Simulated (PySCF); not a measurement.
A structure optimised at PBE-D3(BJ)/def2-SVP, used in a PySCF frequency run:

```
C
F 1 1.3501
C 1 1.3827 2 120.02
H 3 1.0965 1 120.46 2 180.00
H 3 1.0971 4 120.10 1 180.00
C 1 1.3989 2 114.23 3 180.00
F 6 1.3194 1 123.99 2 0.00
F 6 1.3236 7 113.60 1 180.00
```
Charge 0, spin multiplicity 2.

Problem. Write its SMILES, formula and point group.

Solution. C=C(F)[C](F)F, C₃H₂F₃, Cs

Problem. What are its rotational constants (standard atomic weights)?

Solution. 5.3115, 3.2944, 2.0333 GHz
